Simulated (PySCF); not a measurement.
CH5BClSi (calculated)

All values are calculated (PySCF 2.14.0). Calculation on a computer-drawn molecule: the log of a Hartree-Fock and frozen-core CCSD(T) single point meant for a local Hartree-Fock minimum, with one planted fault or none, to be diagnosed. Offsets are logged minus clean, where the clean run is the same molecule without the fault. The reference is restricted for singlets and unrestricted otherwise, and also for a bond in bohr or an excited solution. Adding or removing an electron swaps singlet and doublet. The excited solution moves the top pair (singlet) or top alpha electron (doublet) to the lowest empty orbital. Highest occupied and lowest empty are orbital energies over both spins, largest force is the largest gradient component, triples share is (T) over the correlation energy, the T1 limit is 0.02 restricted and 0.045 unrestricted, electrons count all cores, a negative frequency is imaginary (commonest isotopes), and the dipole is about the centre of nuclear charge.

Entry: CH5BClSi

Logged structure:
```xyz
9
CH5BClSi
B     -0.7568     2.7667    -1.1607
Si    -1.1213     0.9683    -2.0360
C     -0.1499    -0.5798    -1.9103
Cl    -2.7463     0.8932    -3.1739
H     -0.0912     3.5551    -1.7525
H     -1.2290     2.9760    -0.0892
H      0.1707    -0.8867    -2.9115
H     -0.7885    -1.3750    -1.5115
H      0.7235    -0.4550    -1.2685
```

- meant charge: 1
- meant multiplicity: 1
- meant basis: cc-pV(D+d)Z
- logged electrons: 47
- logged basis functions: 99
- logged SCF converged: yes
- logged spin squared: 0.7603
- logged highest occupied: -6.2837 eV
- logged lowest empty: 0.60104 eV
- logged largest force: 0.061257 hartree/bohr
- logged T1 diagnostic: 0.013289
- logged D1 diagnostic: 0.046844
- logged triples share: 0.028821
- logged CC converged: yes
- logged dipole magnitude: 5.4005 debye
- logged SCF stable within its kind: yes
- logged energy HF: -813.85265 hartree
- logged energy CCSD(T): -814.37725 hartree
- possible faults: no fault, one electron removed, one electron added, multiplicity raised by two, geometry at a saddle point, SCF held on an excited solution, minimal basis STO-3G, one bond length entered in bohr, all coordinates scaled
- planted fault: withheld

Drawn bonds:
```tsv
atom	other atom	order
1	2	1
2	3	1
2	4	1
1	5	1
1	6	1
3	7	1
3	8	1
3	9	1
```

## Withheld values
1. Which fault was planted in the run of CH5BClSi?

Answers
1. one electron added

Further results for CH5BClSi:

* HF energy offset from clean run: -119.8 kcal/mol
* CCSD(T) energy offset from clean run: -132.9 kcal/mol
